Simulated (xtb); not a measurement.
xtb input (GFN2-xTB):

```bash
xtb mol.xyz --gfn 2 --sp --chrg 0 --uhf 0
```
mol.xyz:
```
6

N     -1.70610600    -0.30198399     0.09266808
B     -0.34388816    -0.06086885     0.01867847
Cl     0.25552594     1.55704790    -0.37806626
Cl     0.81122835    -1.36823038     0.32012492
H     -2.08200363    -1.20817109     0.31535187
H     -2.39063636     0.41650536    -0.07241799
```

End of the output:

```
         :::::::::::::::::::::::::::::::::::::::::::::::::::::
         ::                     SUMMARY                     ::
         :::::::::::::::::::::::::::::::::::::::::::::::::::::
         :: total energy             -14.367158350829 Eh    ::
         :: gradient norm              0.020573015149 Eh/a0 ::
         :: HOMO-LUMO gap              5.447131479304 eV    ::
         ::.................................................::
         :: SCC energy               -14.438317750077 Eh    ::
         :: -> isotropic ES            0.051824467129 Eh    ::
         :: -> anisotropic ES         -0.000691354384 Eh    ::
         :: -> anisotropic XC          0.000651529435 Eh    ::
         :: -> dispersion             -0.003352153623 Eh    ::
         :: repulsion energy           0.071159399248 Eh    ::
         :: add. restraining           0.000000000000 Eh    ::
         :: total charge               0.000000000000 e     ::
         :::::::::::::::::::::::::::::::::::::::::::::::::::::

           -------------------------------------------------
          |                Property Printout                |
           -------------------------------------------------

    * Orbital Energies and Occupations

         #    Occupation            Energy/Eh            Energy/eV
      -------------------------------------------------------------
         1        2.0000           -1.0504985             -28.5855
         2        2.0000           -1.0497726             -28.5658
         3        2.0000           -0.6511268             -17.7181
         4        2.0000           -0.5739478             -15.6179
         5        2.0000           -0.5728302             -15.5875
         6        2.0000           -0.5079102             -13.8209
         7        2.0000           -0.4931507             -13.4193
         8        2.0000           -0.4757618             -12.9461
         9        2.0000           -0.4355074             -11.8508
        10        2.0000           -0.4321904             -11.7605
Note: The following floating-point exceptions are signalling: IEEE_UNDERFLOW_FLAG IEEE_DENORMAL
normal termination of xtb
        11        2.0000           -0.4312818             -11.7358
        12        2.0000           -0.4248979             -11.5621 (HOMO)
        13                         -0.2247195              -6.1149 (LUMO)
        14                         -0.0839550              -2.2845
        15                         -0.0441896              -1.2025
        16                         -0.0064060              -0.1743
        17                          0.0212342               0.5778
        18                          0.0216622               0.5895
        19                          0.0218128               0.5936
        20                          0.0219126               0.5963
        21                          0.0224248               0.6102
        22                          0.0233203               0.6346
        23                          0.0409643               1.1147
       ...                                ...                  ...
        28                          0.4548081              12.3760
      -------------------------------------------------------------
                  HL-Gap            0.2001784 Eh            5.4471 eV
             Fermi-level           -0.3248087 Eh           -8.8385 eV

     #   Z          covCN         q      C6AA      α(0)
     1   7 N        2.586    -0.325    28.370     7.910
     2   5 B        2.483     0.433    17.263     7.315
     3  17 Cl       0.879    -0.257   107.293    15.846
     4  17 Cl       0.879    -0.257   107.293    15.846
     5   1 H        0.860     0.203     1.091     1.636
     6   1 H        0.860     0.203     1.091     1.636

 Mol. C6AA /au·bohr⁶  :       1039.559196
 Mol. C8AA /au·bohr⁸  :      36893.317670
 Mol. α(0) /au        :         50.189879

Wiberg/Mayer (AO) data.
largest (>0.10) Wiberg bond orders for each atom

 ---------------------------------------------------------------------------
     #   Z sym  total        # sym  WBO       # sym  WBO       # sym  WBO
 ---------------------------------------------------------------------------
     1   7 N    3.390 --     2 B    1.392     6 H    0.943     5 H    0.943
     2   5 B    3.430 --     1 N    1.392     3 Cl   1.015     4 Cl   1.015
     3  17 Cl   1.126 --     2 B    1.015
     4  17 Cl   1.126 --     2 B    1.015
     5   1 H    0.959 --     1 N    0.943
     6   1 H    0.959 --     1 N    0.943
 ---------------------------------------------------------------------------

Topologies differ in total number of bonds
Writing topology from bond orders to xtbtopo.mol

molecular dipole:
                 x           y           z       tot (Debye)
 q only:       -1.469      -0.260       0.080
   full:       -1.411      -0.250       0.077       3.648
molecular quadrupole (traceless):
                xx          xy          yy          xz          yz          zz
 q only:        4.941       1.787      -4.499      -0.490       1.014      -0.442
  q+dip:        6.306       2.290      -5.786      -0.628       1.316      -0.521
   full:        5.699       2.126      -5.498      -0.577       1.327      -0.201

           -------------------------------------------------
          | TOTAL ENERGY              -14.367158350829 Eh   |
          | GRADIENT NORM               0.020573015149 Eh/α |
          | HOMO-LUMO GAP               5.447131479304 eV   |
           -------------------------------------------------

------------------------------------------------------------------------
------------------------------------------------------------------------
 total:
 SCF:
```
